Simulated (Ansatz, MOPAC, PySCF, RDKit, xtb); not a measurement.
Dimer: BrH3Sn (SMILES [Br][SnH3]) (first 5 atoms) with NH3 (SMILES N); geometry from B3LYP-D3(BJ)/def2-TZVP, rigid monomers moved along the line of their centres of mass till Sn2···N6 is 2.75 Å.
(charge 0, multiplicity 1):
```xyz
9

Br     2.3333    -0.3259     0.9776
Sn     0.4383     1.0620     0.0434
H      1.1379     1.6311    -1.4228
H      0.1374     2.3863     1.0683
H     -0.8834     0.0554    -0.3238
N     -0.4072     0.0039     2.4350
H     -1.3296     0.1799     2.8173
H     -0.2952    -0.9988     2.3345
H      0.2784     0.3101     3.1162
```

Monomers are frozen at their geometry in the pair; levels with a basis set take the counterpoise correction. Rows marked so take none. RDKit's UFF carries no charges.

Frozen-core correlation. Filled d and f shells under p-block atoms count as core. CBS(a, b) extrapolates the correlation energy as X⁻³ and adds the Hartree–Fock energy of set b. Rows in 3-21G carry no dispersion term and start afresh at each structure; the Pople sets are all-electron and without relativity. The state reached by AM1 isn't checked.

The values were computed with Ansatz (Gaussian orbitals); MOPAC for AM1 (differences of heats of formation); PySCF for 3-21G rows; RDKit for the force fields; xtb for the GFN methods. Values without a source in brackets are computed. In def2 rows elements past Kr take small-core potentials, without spin–orbit coupling.

```json
[
 {"level": "UFF", "interaction energy (meV)": "665.8"},
 {"level": "GFN-FF", "interaction energy (meV)": "143.2"},
 {"level": "AM1", "interaction energy (meV)": "-184.4"},
 {"level": "HF/3-21G (no counterpoise)", "interaction energy (meV)": "-511.8"},
 {"level": "B3LYP/def2-TZVPPD", "interaction energy (meV)": "-38.6"},
 {"level": "wB97X-V/def2-TZVPPD", "interaction energy (meV)": "-213.9"},
 {"level": "MP2/def2-SVPD", "interaction energy (meV)": "…"},
 {"level": "SCS-MP2/def2-SVPD", "interaction energy (meV)": "…"},
 {"level": "CCSD(T)/CBS(def2-SVPD, def2-TZVPPD)", "interaction energy (meV)": "-187.1"}
]
```

Problem. What belongs in the gaps?

Solution. 
- MP2/def2-SVPD, interaction energy (meV): -146.6
- SCS-MP2/def2-SVPD, interaction energy (meV): -100.5

Ansatz is a quantum-chemistry and plane-wave program.
